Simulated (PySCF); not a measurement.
F6Zr (SMILES [F][Zr-2]([F])([F])([F])([F])[F]), charge -2, singlet, at a GFN2-xTB geometry (such geometries of metal compounds can be far from the true shape) (all electrons, no relativity); WB97X/3-21G (PySCF).

Input for PySCF:
```python
from pyscf import gto, scf, dft

mol = gto.Mole()
mol.atom = '''
    Zr    0.00000000   -0.00000000   -0.00000000
    F     1.22184299   -0.51618369   -1.47939569
    F    -1.22184299    0.51618369    1.47939569
    F    -1.23887202    0.83032195   -1.31290482
    F    -0.95929835   -1.72976223   -0.18875067
    F     0.95929835    1.72976223    0.18875067
    F     1.23887202   -0.83032195    1.31290482
'''
mol.basis = '3-21g'
mol.charge = -2
mol.verbose = 5
mol.build()

mf = dft.RKS(mol)
mf.xc = 'wb97x'
mf.kernel()
```

The log (banner, timings and long lists left out):

```
PySCF version 2.14.0

[INPUT] verbose = 5
[INPUT] max_memory = 4000
[INPUT] num. atoms = 7
[INPUT] num. electrons = 96
[INPUT] charge = -2
[INPUT] spin (= nelec alpha-beta = 2S) = 0
[INPUT] symmetry False subgroup None
[INPUT] Mole.unit = angstrom
[INPUT] Symbol           X                Y                Z      unit          X                Y                Z       unit  Magmom
[...]
[INPUT] ---------------- BASIS SET ----------------
[INPUT] l, kappa, [nprim/nctr], expnt,             c_1 c_2 ...
[INPUT] Zr
[...]
                                1221.668          0.369399
                                267.6917          0.688728
[...]
                                78.30495          0.08584
                                24.84523          0.967513
[...]
                                17.57415          1.409596
                                3.742985          1.009349
[...]
                                1.178992          0.423285
                                0.444697          0.814068
[...]
                                0.062116          1.120709
[...]
                                78.30495          0.596569
                                24.84523          0.416785
[...]
                                17.57415          1.11209
                                3.742985          0.736802
[...]
                                1.178992          0.459976
                                0.444697          0.605849
[...]
                                0.062116          1.000384
[...]
                                14.77416          0.500554
                                4.358961          0.578782
[...]
                                0.643313          0.797207
[...]
[INPUT] F
[...]
                                62.2446           0.349308
                                13.434            0.709632
[...]
                                2.08617           1.22314
[...]
                                2.08617           0.852321
[...]
nuclear repulsion = 790.673129096869
number of shells = 44
number of NR pGTOs = 171
number of NR cGTOs = 90
basis = 3-21g
ecp = {}

******** <class 'pyscf.dft.rks.RKS'> ********
method = RKS
initial guess = minao
damping factor = 0
level_shift factor = 0
DIIS = <class 'pyscf.scf.diis.CDIIS'>
diis_start_cycle = 1
diis_space = 8
diis_damp = 0
SCF conv_tol = 1e-09
SCF conv_tol_grad = None
SCF max_cycles = 50
direct_scf = True
direct_scf_tol = 1e-13
XC library pyscf.dft.libxc version 7.1.2
    S. Lehtola, C. Steigemann, M. J. T. Oliveira, and M. A. L. Marques,  SoftwareX 7, 1–5 (2018)
XC functionals = wb97x
    J.-D. Chai and M. Head-Gordon,  J. Chem. Phys. 128, 084106 (2008)
radial grids:
    Treutler-Ahlrichs [JCP 102, 346 (1995); DOI:10.1063/1.469408] (M4) radial grids

becke partition: Becke, JCP 88, 2547 (1988); DOI:10.1063/1.454033
pruning grids: <function nwchem_prune>
grids dens level: 3
symmetrized grids: False
atomic radii adjust function: <function treutler_atomic_radii_adjust>
small_rho_cutoff = 0
Set gradient conv threshold to 3.16228e-05
Initial guess from minao.
atom Zr rad-grids = 95, ang-grids = [ 50  50  50  50  50  50  50  50  50  50  50  50  50  50  50  50  50  50
  50  50  50  50  50  50  50  50  50  50  86  86  86  86  86  86  86  86
  86  86  86  86  86  86  86  86 350 350 350 350 350 350 350 350 350 350
 350 434 434 434 434 434 434 434 434 434 434 434 434 434 434 434 434 434
 434 434 434 434 350 350 350 350 350 350 350 350 350 350 350 350 350 350
 350 350 350 350 350]
atom F rad-grids = 75, ang-grids = [ 50  50  50  50  50  50  50  50  50  50  50  50  50  50  50  50  50  50
  50  50  50  50  86  86  86  86  86  86  86  86  86 266 266 266 266 266
 266 302 302 302 302 302 302 302 302 302 302 302 302 302 302 302 302 302
 302 302 266 266 266 266 266 266 266 266 266 266 266 266 266 266 266 266
 266 266 266]
tot_boxes 2548, boxes in each direction [11 12 12]
Padding 6 grids
tot grids = 107968
nelec by numeric integration = 93.6359681873144
E1 = -7259.097084695899  E2 = 2353.869499120383  Ecoul = 2526.7708584721518  Exc = -172.90135935176863
init E= -4114.55445647865
cond(S) = 46.63850431147338
[...]
  mo_energy =
[-6.38689550e+02 -8.83973243e+01 -8.07725063e+01 -8.07725063e+01
 -8.07725063e+01 -2.48364774e+01 -2.48362526e+01 -2.48362471e+01
 -2.48352201e+01 -2.48352131e+01 -2.48352110e+01 -1.50854205e+01
 -1.21017175e+01 -1.21017175e+01 -1.21017174e+01 -7.22898005e+00
 -7.22897955e+00 -7.22855379e+00 -7.22855366e+00 -7.22855347e+00
 -2.33936660e+00 -1.59644226e+00 -1.59641973e+00 -1.59641546e+00
 -1.52133675e+00 -1.45893643e+00 -1.45893191e+00 -1.35098269e+00
 -1.35096865e+00 -1.35096551e+00 -6.89397056e-01 -6.89395267e-01
 -6.84806264e-01 -6.83176395e-01 -6.83164790e-01 -6.83159462e-01
 -6.45268545e-01 -6.45264931e-01 -6.45260840e-01 -6.27847553e-01
 -6.27842242e-01 -6.27838441e-01 -6.14751531e-01 -6.14747168e-01
 -6.14738019e-01 -6.13500247e-01 -6.13491062e-01 -6.13485293e-01
 -1.00060707e-01 -1.00037887e-01 -1.00034495e-01 -6.73500452e-02
  2.15884072e-02  2.15944203e-02  2.15971189e-02  5.88179489e-02
  5.88971847e-02  1.45128459e-01  1.90362873e-01  1.90397161e-01
  1.90411487e-01  7.40950346e-01  7.40955366e-01  7.40965687e-01
  1.00212692e+00  1.00213148e+00  1.74863570e+00  1.74864503e+00
  1.74864577e+00  1.79390466e+00  1.79390836e+00  1.79391628e+00
  1.82139176e+00  1.82140500e+00  1.82141477e+00  1.87637483e+00
  1.87638535e+00  1.87638849e+00  1.89949952e+00  1.92562629e+00
  1.92563375e+00  2.05217535e+00  2.05217873e+00  2.05218756e+00
  3.26673492e+00  3.26676360e+00  3.26678350e+00  3.56018045e+00
  3.80899397e+00  3.80902896e+00]
nelec by numeric integration = 96.00000717530457
E1 = -7325.927692485839  E2 = 2415.3538947142656  Ecoul = 2592.3833914127235  Exc = -177.02949669845793
cycle= 1 E= -4119.9006686747  delta_E= -5.35  |g|= 1.55  |ddm|= 2.57
[...]
  mo_energy =
[-6.38075501e+02 -8.79089138e+01 -8.02667906e+01 -8.02667904e+01
 -8.02667899e+01 -2.37685364e+01 -2.37685207e+01 -2.37681409e+01
[...]
  6.42067987e-01  6.84893595e-01  6.87061598e-01  6.87119827e-01
  6.87166144e-01  1.27603851e+00  1.27609946e+00  1.27617541e+00
  1.54364767e+00  1.54375471e+00  2.36189121e+00  2.36189930e+00
  2.36190374e+00  2.40592761e+00  2.40593397e+00  2.40594112e+00
  2.42919381e+00  2.42919761e+00  2.42921183e+00  2.48625887e+00
  2.48626556e+00  2.48626832e+00  2.49960183e+00  2.53131312e+00
  2.53132167e+00  2.65374971e+00  2.65376706e+00  2.65378034e+00
  3.89302313e+00  3.89303739e+00  3.89304778e+00  4.18760165e+00
  4.43452100e+00  4.43454613e+00]
nelec by numeric integration = 96.00000927563102
E1 = -7322.545988979071  E2 = 2411.604732092694  Ecoul = 2587.1355797709402  Exc = -175.5308476782463
cycle= 8 E= -4120.26812778951  delta_E= -3.92e-09  |g|= 8.5e-05  |ddm|= 0.000198
[...]
  mo_energy =
[-6.37877787e+02 -8.77144159e+01 -8.00716034e+01 -8.00716034e+01
 -8.00716028e+01 -2.41489741e+01 -2.41489487e+01 -2.41485778e+01
 -2.41479550e+01 -2.41479276e+01 -2.41479121e+01 -1.44937196e+01
 -1.15116835e+01 -1.15116833e+01 -1.15116809e+01 -6.63391375e+00
 -6.63391206e+00 -6.63371403e+00 -6.63371245e+00 -6.63371229e+00
 -1.78344545e+00 -9.93453689e-01 -9.93428783e-01 -9.93427118e-01
 -8.13141083e-01 -8.13131254e-01 -8.11823677e-01 -7.62984380e-01
 -7.62972244e-01 -7.62966511e-01 -1.33214050e-01 -1.33192610e-01
 -1.13687599e-01 -1.13684982e-01 -1.13669699e-01 -1.00879981e-01
 -6.84716896e-02 -6.84635954e-02 -6.84601232e-02 -4.91078231e-02
 -4.91023165e-02 -4.90923036e-02 -4.90120213e-02 -4.90088118e-02
 -4.89970422e-02 -4.07585449e-02 -4.07516916e-02 -4.07504062e-02
  3.29272378e-01  3.29274502e-01  3.29278376e-01  3.62786312e-01
  4.84928139e-01  4.84940570e-01  4.84959738e-01  6.42025948e-01
  6.42082976e-01  6.84900150e-01  6.87066539e-01  6.87124944e-01
  6.87171755e-01  1.27604868e+00  1.27610945e+00  1.27618713e+00
  1.54365802e+00  1.54376327e+00  2.36189278e+00  2.36190616e+00
  2.36191036e+00  2.40592906e+00  2.40594325e+00  2.40594528e+00
  2.42919112e+00  2.42920449e+00  2.42922454e+00  2.48626216e+00
  2.48626911e+00  2.48627631e+00  2.49960668e+00  2.53131347e+00
  2.53133106e+00  2.65375810e+00  2.65377072e+00  2.65378294e+00
  3.89301743e+00  3.89304773e+00  3.89306006e+00  4.18760775e+00
  4.43453219e+00  4.43454749e+00]
nelec by numeric integration = 96.00000927502387
E1 = -7322.545830788982  E2 = 2411.604573901527  Ecoul = 2587.1354268250366  Exc = -175.53085292350957
cycle= 9 E= -4120.26812779059  delta_E= -1.08e-09  |g|= 6.88e-06  |ddm|= 7e-05
[...]
  mo_energy =
[-6.37877786e+02 -8.77144150e+01 -8.00716025e+01 -8.00716024e+01
 -8.00716019e+01 -2.41489722e+01 -2.41489475e+01 -2.41485763e+01
 -2.41479528e+01 -2.41479264e+01 -2.41479110e+01 -1.44937192e+01
 -1.15116831e+01 -1.15116829e+01 -1.15116805e+01 -6.63391332e+00
 -6.63391163e+00 -6.63371360e+00 -6.63371202e+00 -6.63371187e+00
 -1.78344526e+00 -9.93453253e-01 -9.93428423e-01 -9.93426759e-01
 -8.13139731e-01 -8.13130188e-01 -8.11822487e-01 -7.62983081e-01
 -7.62971308e-01 -7.62965617e-01 -1.33212941e-01 -1.33191758e-01
 -1.13686376e-01 -1.13683739e-01 -1.13668648e-01 -1.00878852e-01
 -6.84705609e-02 -6.84624892e-02 -6.84591599e-02 -4.91066879e-02
 -4.91011912e-02 -4.90913764e-02 -4.90105669e-02 -4.90077402e-02
 -4.89960155e-02 -4.07575913e-02 -4.07506535e-02 -4.07493166e-02
  3.29272721e-01  3.29274870e-01  3.29278721e-01  3.62786919e-01
  4.84928432e-01  4.84940904e-01  4.84960079e-01  6.42026161e-01
  6.42083092e-01  6.84900840e-01  6.87067378e-01  6.87125776e-01
  6.87172576e-01  1.27604923e+00  1.27611001e+00  1.27618764e+00
  1.54365855e+00  1.54376384e+00  2.36189393e+00  2.36190729e+00
  2.36191128e+00  2.40593021e+00  2.40594434e+00  2.40594622e+00
  2.42919248e+00  2.42920541e+00  2.42922541e+00  2.48626328e+00
  2.48627022e+00  2.48627726e+00  2.49960775e+00  2.53131468e+00
  2.53133200e+00  2.65375906e+00  2.65377177e+00  2.65378402e+00
  3.89301890e+00  3.89304879e+00  3.89306107e+00  4.18760892e+00
  4.43453319e+00  4.43454871e+00]
nelec by numeric integration = 96.00000927503399
E1 = -7322.545838616412  E2 = 2411.604581728901  Ecoul = 2587.135432826071  Exc = -175.53085109716986
cycle= 10 E= -4120.26812779064  delta_E= -5.46e-11  |g|= 6.67e-07  |ddm|= 1.27e-05
[...]
  mo_energy =
[-6.37877787e+02 -8.77144152e+01 -8.00716027e+01 -8.00716027e+01
 -8.00716021e+01 -2.41489721e+01 -2.41489474e+01 -2.41485762e+01
 -2.41479527e+01 -2.41479263e+01 -2.41479109e+01 -1.44937195e+01
 -1.15116833e+01 -1.15116831e+01 -1.15116807e+01 -6.63391353e+00
 -6.63391184e+00 -6.63371382e+00 -6.63371224e+00 -6.63371208e+00
 -1.78344542e+00 -9.93453365e-01 -9.93428533e-01 -9.93426869e-01
 -8.13139692e-01 -8.13130146e-01 -8.11822446e-01 -7.62983069e-01
 -7.62971291e-01 -7.62965600e-01 -1.33212934e-01 -1.33191747e-01
 -1.13686350e-01 -1.13683713e-01 -1.13668620e-01 -1.00878800e-01
 -6.84705331e-02 -6.84624616e-02 -6.84591302e-02 -4.91066527e-02
 -4.91011568e-02 -4.90913386e-02 -4.90105134e-02 -4.90076811e-02
 -4.89959574e-02 -4.07575476e-02 -4.07506106e-02 -4.07492751e-02
  3.29272769e-01  3.29274918e-01  3.29278769e-01  3.62786960e-01
  4.84928375e-01  4.84940846e-01  4.84960021e-01  6.42026050e-01
  6.42082982e-01  6.84900830e-01  6.87067372e-01  6.87125770e-01
  6.87172570e-01  1.27604916e+00  1.27610993e+00  1.27618757e+00
  1.54365850e+00  1.54376379e+00  2.36189398e+00  2.36190733e+00
  2.36191133e+00  2.40593026e+00  2.40594439e+00  2.40594627e+00
  2.42919251e+00  2.42920545e+00  2.42922545e+00  2.48626333e+00
  2.48627027e+00  2.48627731e+00  2.49960779e+00  2.53131472e+00
  2.53133204e+00  2.65375911e+00  2.65377182e+00  2.65378407e+00
  3.89301894e+00  3.89304883e+00  3.89306112e+00  4.18760896e+00
  4.43453323e+00  4.43454874e+00]
nelec by numeric integration = 96.00000927503523
E1 = -7322.545841913622  E2 = 2411.604585026148  Ecoul = 2587.135435800831  Exc = -175.53085077468307
Extra cycle  E= -4120.2681277906  delta_E= 3.64e-11  |g|= 3.52e-07  |ddm|= 1.75e-06
converged SCF energy = -4120.2681277906
```
